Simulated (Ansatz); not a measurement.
Reaction (redistribution): `CC[SiH]` + `NB[SiH2][SiH3]` → `CC[Si]N` + `B[SiH2][SiH3]`

Isolated molecules relaxed with PBE0-D4/def2-TZVP in Ansatz; ΔE leaves out vibrations. CCSD(T)/CBS adds triple-zeta CCSD(T) − MP2 to the extrapolated MP2 energy (def2 sets, frozen cores). Functionals use def2-TZVPP. One conformer a species, not always the lowest.

```json
{"level": "PBE0-D4", "ΔE (kcal/mol)": "6.5"}
{"level": "r2SCAN", "ΔE (kcal/mol)": "4.9"}
```

Problem. What does CCSD(T)/CBS give? (An estimate is asked.)

Solution. Ansatz gave: +5.3 kcal/mol. The listed levels differ from it by 1.2, -0.4 kcal/mol.

Largest T1 diagnostic among the species: 0.014.
